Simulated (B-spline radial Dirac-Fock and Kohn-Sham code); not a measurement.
## X-ray scattering factor of Tl¹²⁺

System: Tl¹²⁺ in the configuration 1s2 2s2 2p6 3s2 3p6 3d10 4s2 4p6 4d10 4f14 5s2 5p6 5d1.

These are calculated numbers from an atomic code on a B-spline grid; the model is configuration-average Dirac-Fock orbitals. f₀ is the Fourier transform of the spherical electron density, S the Waller-Hartree incoherent function, and s = sin θ/λ. The electron scattering factor follows from the Mott-Bethe formula f_e = 0.023934 Å⁻¹·(Z − f₀)/s².

| s (Å⁻¹) | f₀ | S | f_e (Å) |
| --- | --- | --- | --- |
| 0 | 69.000 | 0.000 | – |
| 0.04 | 68.805 | 0.179 | 182.429 |
| 0.05 | 68.695 | 0.278 | 117.801 |
| 0.06 | 68.562 | 0.399 | 82.692 |
| 0.08 | 68.226 | 0.701 | 47.772 |
| 0.1 | 67.799 | 1.078 | 31.596 |
| 0.13 | 66.997 | 1.771 | 19.831 |
| 0.16 | 66.018 | 2.592 | 14.007 |
| 0.21 | 64.041 | 4.166 | 9.204 |
| 0.26 | 61.722 | 5.894 | 6.825 |
| 0.33 | 58.102 | 8.398 | 5.032 |
| 0.41 | 53.741 | 11.231 | 3.881 |
| 0.52 | 47.889 | 14.965 | 2.931 |
| 0.66 | 41.288 | 19.345 | 2.182 |
| 0.83 | 34.752 | 23.900 | 1.607 |
| 1.05 | 28.217 | 28.737 | 1.146 |
| 1.33 | 22.229 | 33.967 | 0.795 |
| 1.67 | 17.697 | 39.450 | 0.543 |
| 2.11 | 14.491 | 45.308 | 0.358 |
| 2.66 | 11.774 | 50.537 | 0.234 |
| 3.36 | 8.773 | 54.816 | 0.153 |
| 4.24 | 6.267 | 58.356 | 0.099 |
| 5.35 | 4.852 | 61.338 | 0.064 |

f₀ starts at the number of electrons, 69, and has fallen to half at s ≈ 0.84 Å⁻¹. The sum of ⟨r²⟩ over the electrons is 16.63 bohr². For an ion f_e diverges as s goes to zero, because of the net charge.
